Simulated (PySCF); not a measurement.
## Continuum solvent and chemical shifts

Mapped SMILES: `[CH3:1][CH2:2][C:3]1=[CH:4][CH2:5][CH2:6][CH2:7]1`; H(Xn) means a hydrogen on atom n.

GIAO PBE0/pcSseg-1 in PySCF 2.14 on one PBE0-D3(BJ)/def2-SVP conformer, non-relativistic, equivalent nuclei averaged. Solvents enter as an IEF-PCM continuum (chloroform with ε = 4.7, methanol with ε = 32.6) around the gas-phase geometry. Shifts are referred to TMS computed in the same medium.

In chloroform, δ in ppm: C3 156.8, C4 132.9, C7 37.0, C5 35.9, C2 29.3, C6 27.2, C1 15.6, H(C4) 5.63, H(C5) 2.31, H(C7) 2.20, H(C2) 2.17, H(C6) 1.79, H(C1) 0.98. Dipole moment 0.36 D.

**Question.** How does each δ change in the more polar medium?

**Answer.** 
```tsv
atoms	environment	Δδ, methanol
C3	fully substituted alkene carbon	+0.8
C4	alkene CH	+0.1
C7	allylic sp3 CH2	+0.2
C5	allylic sp3 CH2	+0.2
C2	allylic sp3 CH2	+0.1
C6	sp3 CH2 in a ring	+0.2
C1	methyl carbon	+0.2
H(C4)	hydrogen on an alkene CH	+0.02
H(C5)	hydrogen on an allylic sp3 CH2	+0.01
H(C7)	hydrogen on an allylic sp3 CH2	+0.02
H(C2)	hydrogen on an allylic sp3 CH2	+0.01
H(C6)	hydrogen on an sp3 CH2 in a ring	0.00
H(C1)	hydrogen on a methyl carbon	+0.01
```

Changes are relative to chloroform. The dipole moment becomes 0.41 D in methanol.

**Question.** Which nuclei move most (in ppm), and what does the model miss?

**Answer.** C3 (fully substituted alkene carbon, +0.8 ppm) in methanol. A continuum only polarises the solute; specific hydrogen bonds, the anisotropy of aromatic solvents and changes of geometry or conformer are outside it.
